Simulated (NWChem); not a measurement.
Molecule: C3H9Ga; SMILES [CH3][Ga]([CH3])[CH3]

Program: NWChem. Medium grid unless said otherwise, to which SCAN and Minnesota functionals are sensitive. Structure relaxed at the PBE0/def2-SVP level.

Predict the results for MN15-L/def2-SVP. Quantities: highest occupied level (eV); orbital gap (eV).


```yaml
highest occupied level (eV): -6.61
orbital gap (eV): 5.56
```
